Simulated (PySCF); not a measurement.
GaH2, SMILES [GaH2+], charge +1. Atoms are numbered in the order given.

```xyz
3

Ga     0.0000     0.0000     0.0000
H      0.0000     0.0000    -1.5301
H      0.0000     0.0000     1.5301
```
Charge +1, spin multiplicity 1.

Geometry: B3LYP-D3(BJ)/def2-TZVPD. The spin state was assumed, not searched. The isomer is the one that the SMILES or the coordinates give; other isomers of the formula were not compared.

The numbers are results of PBE/pcSseg-2 in PySCF, not measurements.

GIAO shieldings, no solvent; atoms alike by connectivity are averaged. δ = σ(ref) − σ: ¹H against TMS (σ = 31.47 ppm), references at their B3LYP-D3(BJ)/def2-TZVP geometries, non-relativistic.

```json
[
 {"nucleus": "¹H", "atoms": "H2, H3", "count": "2", "δ (ppm)": "7.30"}
]
```
